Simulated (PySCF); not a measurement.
Compound: C3H6BF3.
SMILES: `CBCC(F)(F)F`

Torsions of this conformer, `[CH3:1][BH:2][CH2:3][C:4]([F:5])([F:6])[F:7]`: C1–B2–C3–C4 -175°, B2–C3–C4–F5 179°.

The closed-shell ground state was solved at several levels (PySCF, density fitting, gas phase, non-relativistic). One conformer (not necessarily the lowest) at the PBE0-D3(BJ)/def2-SVP geometry, without solvent, vibrations or thermal averaging.

| level | basis functions | HOMO (eV) | LUMO (eV) | gap (eV) | dipole (D) |
| --- | --- | --- | --- | --- | --- |
| PBE0/def2-SVP | 128 | -9.21 | -1.14 | 8.07 | 2.84 |
| PBE0/pcSseg-0 | 75 | -9.47 | -1.30 | 8.17 | 3.06 |
| B3LYP/cc-pVTZ | 294 | -9.08 | -1.43 | 7.65 | 2.78 |
| PBE0/pcSseg-1 | 149 | -9.32 | -1.24 | 8.08 | 2.86 |
| HF/pcJ-1 | 249 | -12.91 | 2.46 | 15.37 | 3.05 |
| PBE0/pcJ-1 | 249 | -9.33 | -1.24 | 8.09 | 2.87 |
| B3LYP/pcJ-0 | 109 | -9.30 | -1.51 | 7.79 | 2.95 |
| PBE0/IGLO-III | 305 | -9.30 | -1.25 | 8.05 | 2.90 |

(1) Estimate the row for PBE/pcJ-1, a basis of 249 functions; the other rows only guide the guess.

(2) Over all these levels, which gives the widest orbital gap and which the narrowest?

(3) How much does the basis alone move the frontier levels among the 5 PBE0 rows?

(4) In the pcJ-1 basis, how does the gap go with the fixed share of exact exchange?

(5) How far do the dipole and the HOMO energy spread over the levels?

Results:

(1) HOMO -7.87 eV, LUMO -2.24 eV, gap 5.63 eV, dipole 2.73 D.

(2) HF/pcJ-1 (Hartree–Fock, all exact exchange) has the widest, 15.37 eV, and PBE/pcJ-1 (GGA) the narrowest, 5.63 eV. The two share the basis. From the narrowest to the widest the HOMO moves by -5.04 eV and the LUMO by +4.70 eV. The HOMO need not be the same orbital at Hartree–Fock and at DFT levels.

(3) The HOMO by 0.26 eV and the LUMO by 0.16 eV. By rising basis size (HOMO, LUMO in eV): pcSseg-0 -9.47, -1.30; def2-SVP -9.21, -1.14; pcSseg-1 -9.32, -1.24; pcJ-1 -9.33, -1.24; IGLO-III -9.30, -1.25.

(4) PBE (0 %) 5.63 eV; PBE0 (25 %) 8.09 eV; HF (100 %) 15.37 eV. Each rise in the share widens the gap here.

(5) The dipole runs from 2.73 to 3.06 D (mean 2.89 D) and the HOMO from -12.91 to -7.87 eV.
